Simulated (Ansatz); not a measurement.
`FC(F)=[CH][AlH2]` and `F/C=[CH]/[AlH2]` differ in one atom or group.

Ansatz, PBE0-D4/def2-TZVP geometries, multiplicity 1. 

```csv
property,`FC(F)=[CH][AlH2]`
LUMO energy (ωB97M-V/def2-TZVPP) / eV,-0.06
size of the dipole moment (ωB97M-V/def2-TZVPP) / D,0.72
zero-point energy (PBE0-D4/def2-TZVP) / kJ/mol,106.3
HOMO energy (ωB97M-V/def2-TZVPP) / eV,-10.18
HOMO–LUMO gap (PBE0/def2-TZVPP) / eV,6.21
HOMO–LUMO gap (PBE/def2-TZVPP) / eV,4.23
```

Q: What does the change do to each property? (An estimate is asked.)

A: Ansatz gave: 
| property | `F/C=[CH]/[AlH2]` | shift |
| --- | --- | --- |
| LUMO energy (ωB97M-V/def2-TZVPP) / eV | 0.02 | 0.08 |
| size of the dipole moment (ωB97M-V/def2-TZVPP) / D | 0.54 | -0.18 |
| zero-point energy (PBE0-D4/def2-TZVP) / kJ/mol | 125.6 | 19.3 |
| HOMO energy (ωB97M-V/def2-TZVPP) / eV | -10.24 | -0.06 |
| HOMO–LUMO gap (PBE0/def2-TZVPP) / eV | 6.34 | 0.13 |
| HOMO–LUMO gap (PBE/def2-TZVPP) / eV | 4.39 | 0.16 |

With PBE0 the HOMO falls by 0.05 eV and the LUMO rises by 0.07 eV, so the gap widens by about 0.12 eV. PBE moves the HOMO by -0.11 eV and ωB97M-V by -0.06 eV. Dipoles are sizes alone; their direction can turn.
